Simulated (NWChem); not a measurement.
System: boric acid (H$_{3}$BO$_{3}$); SMILES OB(O)O

The following NWChem deck was run.

```
start job
memory heap 200 mb stack 900 mb global 1100 mb
geometry units angstroms noautoz
  O     -0.960121     0.999409     0.000000
  B     -0.037938     0.001812     0.000000
  O      1.293053     0.344052     0.000000
  O     -0.514656    -1.277638     0.000000
  H     -0.534738     1.861480     0.000000
  H      1.907973    -0.392472     0.000000
  H      0.158477    -1.960235     0.000000
end
basis spherical
  * library def2-svpd
end
dft
  xc xcamb88 1.00 lyp 0.81 vwn_5 0.19 hfexch 1.00
  cam 0.33 cam_alpha 0.19 cam_beta 0.46
  iterations 150
end
tddft
  cis
  nroots 6
  notriplet
end
task tddft energy
```

Structure relaxed at the PBE0/def2-SVP level.

Vertical excitations in the gas phase.

Problem. Predict the main results of this run. (CAM-B3LYP/def2-SVPD, TDA.) Quantities: lowest excitation, singlet (eV); oscillator strength of that lowest state; lowest state with f > 0.02, singlet (eV); oscillator strength of that bright state; orbital gap (eV).

Solution. The lowest excitation, singlet (eV) comes out as 7.70 and the oscillator strength of that lowest state comes out as 0.000. The lowest state with f > 0.02, singlet (eV) is 8.33 and the oscillator strength of that bright state comes out as 0.028. The orbital gap (eV) is 10.96.
